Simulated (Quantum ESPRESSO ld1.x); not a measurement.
Values are calculated unless marked as measured or tabulated.
Q: These are the eigenvalues of the occupied orbitals of an atom or ion with whole-number occupations (hartree). Code: ld1.x of Quantum ESPRESSO 7.5. Model: Dirac Kohn-Sham, Engel-Vosko exchange with Perdew-Wang LDA correlation, spin-unpolarised, spherical densities, point nucleus.

orbital  eigenvalue
1s1/2      -161.984
2s1/2      -17.7329
2p1/2      -14.6431
2p3/2      -14.4727
3s1/2      -2.30099
3p1/2      -1.51612
3p3/2      -1.49778
3d3/2      -0.36920
3d5/2      -0.36801
4s1/2      -0.36125

Which element is it, and in what charge state? The configuration may be excited. Open shells, if any, are shared by 2j + 1.

A: Z = 21, scandium, charge +1: Sc+ in [Ar] 3d1 4s1. The list shows which subshells hold electrons but not how many an open one holds; the 1s level, -161.98 hartree, gives Z - s = 18.0 by -(Z - s)^2/2, which with screening and relativity narrows Z to a few neighbours, and the depths of the outer levels then fix element, charge and occupations together.
